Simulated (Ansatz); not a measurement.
Li₃Si₂⁻. Total charge -1; triplet. Geometry PBE0-D4/def2-TZVP, that of the neutral doublet; atoms count from 1.

Cartesian coordinates in Å:
```
Li -0.904 -1.438 1.024
Li 1.546 -1.257 -0.802
Li -0.801 2.215 0.017
Si -0.570 0.013 -1.016
Si 0.728 0.467 0.777
```

The highest occupied level of the charge -1 triplet lies above zero (up to 0.52 eV). By energy differences its removal costs 0.46 eV (vertical, to the charge 0 doublet, at PBE0-D4/def2-TZVPD); a positive level beside a positive removal energy at the same level points to self-interaction error. The structure comes from a short search, and lower isomers may exist.

**Question.** Estimate the Mulliken populations from the PBE0/def2-TZVPD orbitals of Ansatz.

**Answer.** 
```
atom  charge (e)  spin (α − β)
 Li1        0.33          0.39
 Li2        0.19          0.52
 Li3        0.25          0.39
 Si4       -0.88          0.35
 Si5       -0.89          0.35
```
Mulliken values and Mayer orders depend strongly on the basis. With diffuse functions, as here, like atoms can get unlike values, and bond orders can come out too low or too high.

**Question.** Where does the spin sit?

**Answer.** Summed by element: Li 1.30, Si 0.70, of 2 unpaired in all. Largest on single atoms: Li2 0.52, Li3 0.39, Li1 0.39.

**Question.** And the Mayer bond orders between bonded heavy atoms (over 0.3)?

**Answer.** Li1–Li2 0.34 (3.06 Å); Li2–Si4 0.33 (2.48 Å); Li2–Si5 0.33 (2.48 Å); Li3–Si4 0.44 (2.44 Å); Li3–Si5 0.44 (2.44 Å); Si4–Si5 1.64 (2.26 Å).
